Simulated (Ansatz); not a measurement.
Geometry optimisation, Ansatz 0.2.0, RHF/def2-SVP.

Input:

```yaml
crystal:
  periodic: [false, false, false]
  atoms:
    - { symbol: Ti, position_ang: [0.0, 0.0, 0.0] }
    - { symbol: F, position_ang: [0.0, 0.0, 1.83] }
    - { symbol: F, position_ang: [1.7257, 0.0, -0.6094] }
    - { symbol: F, position_ang: [-0.8619, 1.4933, -0.6094] }
    - { symbol: O, position_ang: [-0.9043, -1.5667, -0.6394] }
    - { symbol: H, position_ang: [-1.359, -2.0324, 0.133] }
basis:
  gaussian: { orbitals: def2-SVP }
hamiltonian:
  xc: hf
relax:
  f_tol: 0.02
  max_steps: 40
output:
  orbitals: {}
```

Command:

```bash
$ ansatz run input.yaml --threads 1 --pin off --max-ram 2048MiB --backend cpu --events-out ev --progress --plain --runs-dir out
```

**Question.** Where does it end, and by what steps?

**Answer.** The run converged. The force dipped under the threshold on the way, but the program's further checks kept it going. After 10 steps the energy has fallen by 1.215 eV; H6 moved furthest, 0.53 Å.

```
step  energy less start (eV)  largest force component (eV/Å)  accepted
   0                  0.0000                           4.013       yes
   1                 -1.0415                           1.363       yes
   2                 -1.1021                           0.434       yes
   3                 -1.1441                           0.355       yes
   4                 -1.1189                           2.007        no
   5                 -1.1781                           0.230       yes
   6                 -1.2001                           0.114       yes
   7                 -1.2132                           0.050       yes
   8                 -1.2149                           0.015       yes
   9                 -1.2122                           0.482        no
  10                 -1.2150                           0.012       yes
```

```xyz
6
Properties=species:S:1:pos:R:3
Ti -0.009 0.010 0.091
F 0.155 0.251 1.797
F 1.572 -0.086 -0.608
F -0.829 1.379 -0.582
O -0.893 -1.436 -0.231
H -1.395 -2.224 -0.363
```

The run took 26 s on 1 thread of Arm Neoverse V1 (shared host), peak memory 0.19 GiB.
